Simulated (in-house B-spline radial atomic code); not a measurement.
**RPA and G0W0 on B3LYP (VWN-RPA): Ca**

Configuration [Ar] 4s2, mean-field start B3LYP (VWN-RPA). Computed with a B-spline radial code for spherical atoms: all electrons, scalar-relativistic (spin-free one-electron X2C), finite nucleus, each spin shell either full or empty, empty states to l = 9 with an (l + 1/2)⁻⁴ tail; G0W0 by contour deformation at full frequency.

Command:
```bash
python run_gw.py task.json out
```
Settings (radii: box in bohr, nucleus in fm):
```
Z                        20
electrons                20
configuration            [Ar] 4s2
hamiltonian              x2c
method                   b3lyp
lmax                     9
rms_radius               3.4776
spin_polarised           False
box_radius               40
intervals                74
ion_configuration        [Ar] 4s1
```

Cost of the run: 6.9 s on 1 thread of Arm Neoverse N1, on a shared host.

Energies (hartree):

| term | value |
| --- | --- |
| mean-field total | -680.49068 |
| Hartree-Fock functional on these orbitals | -679.62553 |
| direct second order | -1.4358 |
| second-order exchange | 0.48515 |
| SOSEX correction | 0.42969 |

Question: What is the RPA correlation energy, and what remains with SOSEX?

Answer: RPA gives -1.2155 hartree (-1.65 eV per electron); RPA + SOSEX gives -0.78583, and the second-order doubles -0.95063 hartree (no singles). RPA lacks exchange-type terms and so overcorrelates at short range.

Quasi-particle levels (eV):

```json
{"level": "4s", "occupied": "yes", "mean field": "-4.210", "Σx - vxc": "-0.98", "Σc": "?", "QP weight": "?", "G0W0": "?"}
{"level": "4p", "occupied": "no", "mean field": "-1.018", "Σx - vxc": "1.91", "Σc": "-1.03", "QP weight": "0.842", "G0W0": "-0.141"}
```

G0W0 = mean field + (Σx - vxc) + Σc, with Σc (partial-wave tail included) taken at the quasi-particle energy. Only the outer levels were computed. Levels of low weight are left out.

Question: Where does G0W0 put 4s?

Answer: At -6.179 eV, with Σc = -0.99 eV and a quasi-particle weight of 0.834. The tabulated removal energy is 6.113 eV (NIST, measured); the calculation leaves out spin-orbit coupling, Breit and QED terms, and what these don't explain is the method's own error.

Question: What does it cost to remove one electron (to [Ar] 4s1) by differences of total energies, each species on its own start (correlation terms add to the Hartree-Fock functional)?

Answer: B3LYP (VWN-RPA) 6.163 eV, Hartree-Fock functional 5.112 eV, + RPA 6.373 eV, + RPA + SOSEX 6.073 eV, + second order 6.700 eV. Tabulated: 6.113 eV (NIST, measured); the calculation leaves out spin-orbit coupling, Breit and QED terms, and what these don't explain is the method's own error.
